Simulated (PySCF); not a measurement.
Molecule: C3H8BO, charge 0, multiplicity 2. It need not be the lowest isomer of its formula. 
Structure (B3LYP-D3(BJ)/def2-TZVP (Ansatz) minimum search):
SMILES: [CH2]B(C)OC
```xyz
13

B     -0.5182     0.1664    -0.0299
C     -1.5730     1.2634    -0.2315
C     -0.8791    -1.3443     0.2525
O      0.7823     0.5921    -0.1121
C      1.8842    -0.2862     0.0486
H     -1.3008     2.2962    -0.4241
H     -2.6397     1.0722    -0.1937
H     -0.4612    -1.6825     1.2071
H     -0.4542    -2.0063    -0.5099
H     -1.9542    -1.5220     0.2821
H      2.7944     0.3030    -0.0518
H      1.8738    -0.7594     1.0337
H      1.8813    -1.0685    -0.7146
```
Charge 0, spin multiplicity 2.

Dispersion corrections to the total energy (kcal/mol) from the dftd3 and dftd4 libraries through PySCF: D3(BJ) without and D4 with the three-body term, each with the damping fitted for the functional named.

```csv
functional,D3(BJ),D4
revPBE,-13.49,[?]
TPSS,-6.55,-6.83
B2GP-PLYP,-2.89,-2.12
TPSSh,-5.99,-6.23
HSE06,-3.32,[?]
B3LYP,-8.85,-8.03
LC-wPBE,-4.79,[?]
```

Question: Complete the blanks.

Answer: 
- revPBE, D4: -17.15
- HSE06, D4: -3.92
- LC-wPBE, D4: -5.56
